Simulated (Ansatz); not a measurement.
A run for Ansatz (a first-principles code): R-HF/def2-TZVPP on BH5Si (SMILES B[SiH3]), atoms moved off the minimum.

Ansatz 0.2 input:
```yaml
crystal:
  periodic: [false, false, false]
  atoms:
    - {symbol: B, position_ang: [-0.72882353, -1.22954441, 0.16265769]}
    - {symbol: H, position_ang: [-0.27929389, -2.12788291, 0.77751936]}
    - {symbol: H, position_ang: [-1.85597738, -1.35132085, -0.29342487]}
    - {symbol: Si, position_ang: [0.33287725, 0.47134323, -0.06260883]}
    - {symbol: H, position_ang: [-0.08990642, 1.33077335, 1.11054277]}
    - {symbol: H, position_ang: [-0.05032952, 1.21380553, -1.30813330]}
    - {symbol: H, position_ang: [1.76417604, 0.28559755, -0.06565995]}
basis:
  gaussian:
    orbitals: def2-TZVPP
hamiltonian:
  xc: {name: HF}
scf: {lower_state_search: off}
output: {forces: true}
```

It printed:

```
WARN ansatz: RAYON_NUM_THREADS=1 ignored (pool sized by the plan → 1); use --threads N
Functional definition: HF
these checks for a lower state are left out or cut short: stability, starts, cluster_reference, orbital_swaps, neighbouring_geometries, increment
integrals: 0.04 GiB planned
853 factors; their error is unknown
mean field: 0.28 GiB planned
mean field evaluation 1: about -8611.1725 eV, gradient 1.4e1 eV
mean field evaluation 2: about -8612.1736 eV, gradient 4.1e0 eV
mean field evaluation 4: about -8612.2902 eV, gradient 1.9e-1 eV
mean field evaluation 8: about -8612.4037 eV, gradient 7.4e-5 eV
mean field -8612.40369498 eV, -316.4999980935 hartree, gradient 1.3e-6 eV, S^2 0.000000; 0 other end points of the search recorded, 0 dependent functions left out
the calculation of the forces begins
reference -8612.40369498 eV, -316.4999980935 hartree; 12, 12 occupied and 131, 131 virtual orbitals, 853 factors
Total energy: -8612.40369498 eV, -316.4999980935 hartree
Atom 0 at    -0.728824    -1.229544     0.162658 Å, force    -0.707303    -0.112897    -0.466112 eV/Å
Atom 1 at    -0.279294    -2.127883     0.777519 Å, force     0.007079    -0.282534     0.172282 eV/Å
Atom 2 at    -1.855977    -1.351321    -0.293425 Å, force     0.690738     0.083955     0.321293 eV/Å
Atom 3 at     0.332877     0.471343    -0.062609 Å, force    -1.111463     0.811176    -0.033166 eV/Å
Atom 4 at    -0.089906     1.330773     1.110543 Å, force     0.294413    -0.245475    -0.365080 eV/Å
Atom 5 at    -0.050330     1.213806    -1.308133 Å, force     0.144971    -0.171263     0.287274 eV/Å
Atom 6 at     1.764176     0.285598    -0.065660 Å, force     0.681566    -0.082962     0.083507 eV/Å
Dipole moment:     0.008424    -0.101057    -0.000311 e Å
Checks for a lower state left out: stability, starts, cluster_reference, orbital_swaps, neighbouring_geometries, increment
```

Self-consistency was reached.

Cost: about 1.1 core-seconds (a rough figure).
